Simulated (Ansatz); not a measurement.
```yaml
crystal:
  periodic: [false, false, false]
  atoms:
    - {symbol: F, position_ang: [-2.420202, 0.296619, 0.303489]}
    - {symbol: Si, position_ang: [-0.890679, 0.591790, 0.594749]}
    - {symbol: N, position_ang: [0.226731, 0.775144, -0.727547]}
    - {symbol: C, position_ang: [0.406538, -0.359534, -0.117321]}
    - {symbol: S, position_ang: [1.483840, -1.659109, -0.415251]}
    - {symbol: H, position_ang: [-0.812019, 1.396256, 1.818114]}
    - {symbol: H, position_ang: [2.067190, -1.109267, -1.501832]}
basis:
  gaussian: {orbitals: x2c-TZVPPall, final_grid: {core_spheres: 1, valence_spheres: 1, degree: 3}}
hamiltonian: {xc: {name: PBE}}
```

```sh
$ ansatz run in.yaml --threads 2 --pin off --events-out ev --progress --plain --max-ram 4352MiB
```

Output, abridged:

```
Functional definition: PBE
1203 factors; their error is unknown
mean field evaluation 1: about -24011.4643 eV, gradient 8.9e1 eV
mean field evaluation 2: about -23853.0773 eV, gradient 2.1e2 eV
mean field evaluation 4: about -24022.8916 eV, gradient 5.3e1 eV
mean field evaluation 8: about -24028.4471 eV, gradient 5.5e-1 eV
mean field evaluation 32: about -24389.2582 eV, gradient 5.5e-5 eV
a density is far from that of the atoms, so the factors are made again for it
1844 factors; integrals over basis functions are off by at most 1.9e-4 eV
mean field -24389.67367571 eV, -896.3039756678 hartree, gradient 4.0e-5 eV, S^2 0.000000; 3 other end points of the search recorded, 0 dependent functions left out
reference -24389.67374953 eV, -896.3039783807 hartree; 27, 27 occupied and 178, 178 virtual orbitals, 1844 factors
Total energy: -24389.67374953 eV, -896.3039783807 hartree
Relativity: scalar
```

**Question.** Something in this input is off. What?

**Answer.** The integration grid is far too coarse. Self-consistency was reached. The result belongs to that input, not to the molecule as meant.
